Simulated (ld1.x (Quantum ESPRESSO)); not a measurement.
# Varying the TM potential for Ir

Base potential:

- Element: Ir
- Generator: ld1.x (Quantum ESPRESSO) 7.5
- Type: norm-conserving Troullier–Martins (Kleinman–Bylander form)
- Functional: LDA (PZ)
- Relativity: scalar-relativistic
- Frozen core: [Kr] 4d10 4f14
- Valence charge: 17
- Reference configuration: 5s2 5p6 5d7 6s1 6p0 (charge +1)
- Partial waves: 5p (bound): rc 1.15 bohr; 5d (bound): rc 1.50 bohr; 5s (bound): rc 1.15 bohr
- Local potential: the s channel
- Core correction: Bessel-smoothed model core inside 0.65 bohr

Occupied shells without a wave of their own: 6s. They enter only through the test configuration that unscreens the potential, and ld1.x also counts them in the model core charge.

Cutoffs, loose and tight: the cutoffs (Ry, on a coarse ladder) from which the occupation-weighted sum of valence levels, in a spherical-Bessel basis at the reference potential, stays within 10 and 1 mRy of its value at 400 Ry. They do not see the model core or the augmentation charge, which bear on the density cutoff. Test errors are all-electron minus pseudo excitation energies from the reference, over the configurations 5s2 5p6 5d7 6s2 6p0; 5s2 5p6 5d7 6s0 6p0; 5s2 5p6 5d6 6s0 6p0; 5s1 5p6 5d7 6s2 6p0; 5s2 5p6 5d7 6s1 6p1; 5s2 5p5 5d7 6s2 6p0; 5s2 5p6 5d8 6s1 6p0 (two spin-polarised tests are not counted in the largest error). A dash means not determined; rows that change the core or the reference have their own tests.

With those shells counted twice in exchange and correlation these files are broken, and their errors move erratically; no question is asked of them.

Cutoffs are not given where the Bessel-basis levels miss the radial ones by over 6 mRy, ghosts where they miss by over 20 mRy; a channel whose overlap is not positive is not tested.

| change | outcome | cutoff, loose | cutoff, tight | bound ghosts | largest test error (meV) |
| --- | --- | --- | --- | --- | --- |
| base | generated, misses its reference levels by 0.26 eV | 140 Ry | 230 Ry | none | -661 |
| wave 5s (bound): rc 1.15 bohr becomes 5s (bound): rc 0.94 bohr | generated | 160 Ry | 230 Ry | none | -483 |
| wave 5d (bound): rc 1.50 bohr becomes 5d (bound): rc 2.00 bohr | generated, misses its reference levels by 0.26 eV | 140 Ry | 230 Ry | none | -661 |
| type RRKJ; local potential all-electron potential smoothed inside 1.15 bohr (lloc = -2) | failed: compute_phi: phi has nodes before r_c | – | – | – | – |
| local potential all-electron potential smoothed inside 1.25 bohr (lloc = -2) | generated, misses its reference levels by 0.16 eV | 140 Ry | 230 Ry | none | -386 |
| all radii but the core radius scaled by about 1.13 (s 1.30, p 1.30, d 1.70 bohr) | generated, misses its reference levels by 0.73 eV | 110 Ry | 180 Ry | none | -1391 |
| wave 5p (bound): rc 1.15 bohr becomes 5p (bound): rc 1.62 bohr | generated, misses its reference levels by 0.26 eV | 120 Ry | 200 Ry | none | -659 |
| fully relativistic | generated, misses its reference levels by 0.26 eV | – | – | not determined | -643 |
| reference 5s2 5p6 5d7 6s2 6p0 | generated, misses its reference levels by 0.22 eV | 140 Ry | 230 Ry | none | -2189 |
| functional PBE | generated, misses its reference levels by 0.26 eV | 140 Ry | 230 Ry | none | -585 |
